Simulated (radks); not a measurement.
Results of a calculation; reference values are marked as such.
All-electron atom: Rh2+ in [Kr] 4d6.5 5d0.5 (fractional occupations, a model configuration). Level of theory: scalar-relativistic Kohn-Sham, PBEsol, spin-unpolarised, spherical densities, finite nucleus; Fermi nuclear charge, rms radius 4.4945 fm (a radial shooting solver on a logarithmic mesh with Libxc functionals).

Local quantities along the radius. ELF = 1/(1 + alpha^2) is the electron localisation function; alpha = (tau - tau_W)/tau_unif compares the Pauli kinetic energy density with that of the uniform gas; s = |grad rho|/(2 (3 pi^2)^(1/3) rho^(4/3)) is the reduced gradient. tau is taken from the large components.

r (bohr)	ELF	alpha	s
0.001754	1.000	0.02240	0.5899
0.002041	0.999	0.02278	0.5637
0.002377	0.999	0.02337	0.5423
0.002767	0.999	0.02421	0.5253
0.003195	0.999	0.02528	0.5128
0.00372	0.999	0.02677	0.5032
0.00433	0.999	0.02873	0.4972
0.005041	0.999	0.03129	0.4946
0.005869	0.999	0.03465	0.4954
0.006832	0.998	0.03910	0.4997
0.007954	0.998	0.04508	0.5076
0.00926	0.997	0.05326	0.5195
0.01078	0.996	0.06470	0.5356
0.01255	0.993	0.08109	0.5565
0.01461	0.989	0.1053	0.5825
0.01701	0.980	0.1421	0.6136
0.01964	0.963	0.1959	0.6472
0.02287	0.924	0.2858	0.6849
0.02662	0.843	0.4308	0.7187
0.03099	0.698	0.6572	0.7363
0.03608	0.513	0.9741	0.7171
0.042	0.367	1.312	0.6404
0.04889	0.311	1.488	0.5108
0.05692	0.349	1.366	0.3772
0.06627	0.470	1.062	0.2979
0.07714	0.621	0.7808	0.2891
0.08981	0.729	0.6100	0.3324
0.1046	0.765	0.5538	0.4050
0.1217	0.723	0.6183	0.4875
0.1406	0.592	0.8306	0.5481
0.1636	0.397	1.232	0.5382
0.1905	0.297	1.539	0.4099
0.2218	0.358	1.338	0.2563
0.2582	0.545	0.9140	0.2128
0.3006	0.708	0.6415	0.2741
0.3499	0.773	0.5415	0.3910
0.4073	0.745	0.5846	0.5430
0.4742	0.582	0.8482	0.7088
0.5521	0.297	1.537	0.7759
0.6427	0.183	2.114	0.5528
0.7482	0.328	1.430	0.2873
0.871	0.626	0.7727	0.2768
1.006	0.750	0.5771	0.3877
1.171	0.744	0.5869	0.5422
1.363	0.653	0.7286	0.7223
1.587	0.493	1.014	0.9407
1.848	0.304	1.514	1.222
2.151	0.148	2.397	1.597
2.504	0.054	4.186	2.072
2.915	0.014	8.342	2.439
3.394	0.005	14.09	2.118
3.951	0.006	12.87	1.361
4.599	0.012	9.269	1.293
5.354	0.014	8.438	1.859
6.184	0.010	9.754	2.793
7.199	0.005	13.85	4.375
8.381	0.002	23.95	7.324
9.756	0.000	51.89	13.50
11.36	0.000	145.7	27.84

On this mesh the ELF has minima near r = 0.049, 0.19, 0.64 bohr, which separate the shells, and maxima near 0.10 (0.77), 0.35 (0.77), 1.0 (0.75).

Self-consistent cycle (total energy in hartree, residual of the potential): 1: -4775.624316, 7e+00; 2: -4779.214755, 3e+00; 3: -4780.264737, 4e-01; 4: -4780.274786, 3e-01; 5: -4780.286552, 2e-02; 6: -4780.286604, 7e-03; 7: -4780.286594, 3e-04; 8: -4780.286594, 1e-04; 9: -4780.286594, 3e-05; 10: -4780.286594, 1e-05; 11: -4780.286594, 6e-06; 12: -4780.286594, 6e-08; 13: -4780.286594, 4e-08; 14: -4780.286594, 4e-09.
